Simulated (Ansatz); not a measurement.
Reaction (hydrogenolysis of the Al–C bond): `[BH2][Al]([CH3])[CH3]` + H₂ → `[BH2][AlH][CH3]` + CH₄

Gas-phase electronic energies from Ansatz, PBE0-D4/def2-TZVP geometries. CCSD(T)/CBS is the MP2 limit (def2-TZVPP, def2-QZVPP) plus CCSD(T) − MP2 in def2-TZVPP, frozen cores. This one scheme is used for every species. DFT in def2-TZVPP. B3LYP here is the variant with VWN-RPA as its local correlation; programs differ in this. HSE06 is defined as in plane-wave codes.

```csv
level,ΔE (kJ/mol),difference from CCSD(T)/CBS
r2SCAN-D4,-23.8,1.2
B97M-V,-40.8,-15.8
PBE0-D4,-27.1,-2.1
HSE06-D4,-27.0,-2.0
ωB97X-V,-29.7,-4.7
ωB97M-V,-26.2,-1.2
PBE,-27.2,-2.2
PBE0,-30.8,-5.8
B3LYP,-35.2,-10.2
HSE06,-30.6,-5.6
BHLYP,-39.7,-14.7
LC-ωPBE,-31.0,-6.0
CCSD/def2-SVP,-43.4,-18.4
SCS-MP2/def2-TZVPP,-29.2,-4.2
CCSD(T)/def2-TZVPP,-27.7,-2.7
HF/CBS(def2),-51.6,-26.6
CCSD(T)/CBS,-25.0,0
```

Largest T1 diagnostic among the species: 0.010.

At CCSD(T), def2-SVP lies −15.6 kJ/mol from the extrapolated value and def2-TZVPP −2.7 kJ/mol. From PBE to PBE0 (25 % exact exchange), in def2-TZVPP and without D4, ΔE moves by −3.5 kJ/mol. In def2-TZVPP, CCSD(T) changes the Hartree–Fock value by +24.2 kJ/mol (the triples alone add +4.4 kJ/mol) and MP2 by +29.3 kJ/mol.
